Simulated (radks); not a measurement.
Question: Radial electron density D(r) = 4 pi r^2 rho(r) of an atom or ion with 17 electrons. Method: non-relativistic Kohn-Sham, PBE, spin-polarised, spherical densities, point nucleus; computed with a radial shooting solver on a logarithmic mesh with Libxc functionals.

r (bohr),D(r) (e/bohr),spin D(r)
0.002582,1.913,-0.00000925
0.002888,2.343,-0.00000757
0.003205,2.824,-0.00000383
0.003585,3.443,0.00000413
0.004009,4.184,0.0000187
0.004485,5.069,0.0000438
0.005016,6.116,0.0000855
0.00561,7.349,0.000153
0.006275,8.788,0.000261
0.007019,10.45,0.000431
0.007851,12.36,0.000695
0.008781,14.52,0.00110
0.009822,16.93,0.00172
0.01099,19.57,0.00264
0.01219,22.22,0.00392
0.01363,25.22,0.00592
0.01525,28.30,0.00887
0.01706,31.36,0.0132
0.01908,34.29,0.0194
0.02134,36.92,0.0282
0.02387,39.11,0.0406
0.0267,40.70,0.0579
0.02986,41.58,0.0814
0.0334,41.68,0.113
0.03736,41.02,0.155
0.04179,39.74,0.208
0.04674,38.06,0.274
0.05186,36.48,0.348
0.05801,35.12,0.440
0.06489,34.55,0.540
0.07258,35.08,0.642
0.08118,36.83,0.735
0.0908,39.65,0.804
0.1016,43.04,0.833
0.1136,46.24,0.805
0.1271,48.32,0.711
0.1421,48.44,0.553
0.159,46.10,0.353
0.1778,41.33,0.154
0.1989,34.82,0.0160
0.2207,28.26,0.00289
0.2468,21.96,0.163
0.2761,17.60,0.522
0.3088,15.71,1.04
0.3454,15.95,1.64
0.3863,17.25,2.15
0.4321,18.24,2.46
0.4833,17.84,2.46
0.5406,15.70,2.18
0.6046,12.26,1.70
0.6763,8.404,1.16
0.7564,5.016,0.690
0.8394,2.720,0.372
0.9388,1.205,0.164
1.05,0.4473,0.0609
1.175,0.1365,0.0186
1.314,0.03350,0.00455
1.469,0.006464,0.000877
1.644,0.0009558,0.000129

What is the nuclear charge?

Answer: Z = 34. The innermost maximum, from 1s, lies near 1/Z = 0.0294 bohr (found: 0.0321), and its height grows with Z. The density is that of the selenium ion Se17+ in [Ne] 3s2 3p5; the configuration itself is not fixed sharply by these data, and Z only to about a unit. D(r) has 3 maxima, at r = 0.0321, 0.135, 0.446 bohr, and minima at 0.0654, 0.321 bohr, inside which lie 2.08, 10.43 electrons.
